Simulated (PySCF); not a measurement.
A structure optimised at B3LYP-D3(BJ)/def2-SVP, used in a PySCF frequency run:

```
C
C 1 1.3378
F 2 1.3254 1 123.66
H 2 1.0936 3 113.83 1 -179.72
C 1 1.5077 2 127.47 4 179.93
F 5 1.3512 1 111.20 2 -11.07
F 5 1.3588 6 108.13 1 -120.89
H 5 1.1048 6 108.91 7 -116.96
Cl 1 1.7421 2 118.91 4 -0.94
```
Charge 0, spin multiplicity 1.

### Question
Write its SMILES and formula.

### Answer
F/C=C(/Cl)C(F)F, C₃H₂ClF₃

### Question
What are its rotational constants (standard atomic weights)?

### Answer
2.5213, 1.8328, 1.1589 GHz
